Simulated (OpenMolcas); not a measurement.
# Ne III: effect of the active space

```
Program             : OpenMolcas 26.06
Method              : SS-CASPT2 or its RAS form, IPEA 0.25 Eh, imaginary shift 0.1 Eh
Basis               : ANO-R2
Scalar Hamiltonian  : X2C, finite nucleus
Spin-orbit coupling : state interaction with AMFI integrals over the reference wave functions, term energies averaged over their components
```

A. 4 electrons in 3 orbitals (2p); 2S+1 = 3 even, 3 roots; 2S+1 = 1 even, 6 roots; closed shells correlated: 1s 2s; CASPT2 step about 1.2 core-seconds
B. 6 electrons in 4 orbitals (2s 2p); 2S+1 = 3 even, 3 roots; 2S+1 = 1 even, 6 roots; 2S+1 = 3 odd, 3 roots; 2S+1 = 1 odd, 3 roots; closed shells correlated: 1s; CASPT2 step about 2.9 core-seconds
C. 6 electrons in 8 orbitals (2s 2p 3s 3p); 2S+1 = 3 even, 3 roots; 2S+1 = 1 even, 6 roots; 2S+1 = 3 odd, 3 roots; 2S+1 = 1 odd, 3 roots; closed shells correlated: 1s; CASPT2 step of the order of 7 core-seconds
D. 6 electrons in 9 orbitals (RAS2 2s 2p; RAS3 3d, at most 2 electrons); 2S+1 = 3 even, 3 roots; 2S+1 = 1 even, 6 roots; 2S+1 = 3 odd, 3 roots; 2S+1 = 1 odd, 3 roots; closed shells correlated: 1s; CASPT2 step about 12 core-seconds

Energies in eV above 2s2 2p4 3P2, the measured ground level; measured values from Moore, Atomic Energy Levels, vol. I, NSRDS-NBS 35 (1971 reprint of NBS Circular 467, 1949).

```json
{"Level": "2s2 2p4 3P2", "A": "0.0000", "B": "0.0000", "C": "0.0000", "D": "0.0000", "Measured": "0.0000"}
{"Level": "2s2 2p4 3P1", "A": "0.0744", "B": "0.0744", "C": "0.0721", "D": "0.0739", "Measured": "0.0806"}
{"Level": "2s2 2p4 3P0", "A": "0.1097", "B": "0.1097", "C": "0.1062", "D": "0.1090", "Measured": "0.1149"}
{"Level": "2s2 2p4 1D2", "A": "3.243", "B": "3.244", "C": "3.283", "D": "3.248", "Measured": "3.2039"}
{"Level": "2s2 2p4 1S0", "A": "7.259", "B": "6.905", "C": "6.961", "D": "6.963", "Measured": "6.9117"}
```

Deviations, from unrounded energies. A percentage is the sum of absolute deviations over the sum of measured energies, with the sign that they share, or ± where signs differ.

```json
{"Against measurement": "mean absolute deviation (cm-1)", "Levels": "4", "A": "800", "B": "120", "C": "290", "D": "220"}
{"Against measurement": "fine structure of the ground term (%)", "Levels": "2", "A": "-5.8", "B": "-5.8", "C": "-8.8", "D": "-6.5"}
{"Against measurement": "other terms of the ground configuration (%)", "Levels": "2", "A": "+3.8", "B": "±0.5", "C": "+1.3", "D": "+0.9"}
```

B lies closest to measurement on these levels and A furthest from it. The largest miss of B in the table is 2s2 2p4 1D2, by +330 cm-1. The ranking rests on the paired levels alone, and a cruder setting can come out closer through cancelling errors.

Among A to D the level of the table that moves most is 2s2 2p4 1S0, by 2900 cm-1 (lowest in B, highest in A). Moves below CASPT2's spread within the term are not significant.

Term energies are means over components that CASPT2 splits; among the terms shown or strongly mixed into the levels shown the widest spread is 65 cm-1 (2s2 2p4 1D, B). With the s shell closed, the reference lacks s² → p² mixing (holds for A). Active for correlation alone: 3p 3s; no level in the range computed is led by a configuration that fills them, so any true level of that kind is missing (holds for C). Active for correlation alone: 3d; no level in the range computed is led by a configuration that fills it, so any true level of that kind is missing (holds for D). Measured partners are found by configuration, term and J. A level has none where our copy of the source lacks it or the pairing is in doubt (some pairs that miss far off the trend of their configuration count as doubtful), and it then counts in no deviation. Levels of configurations outside the active space are missing. Levels that lie high or do not pair safely by name in every column are left out.
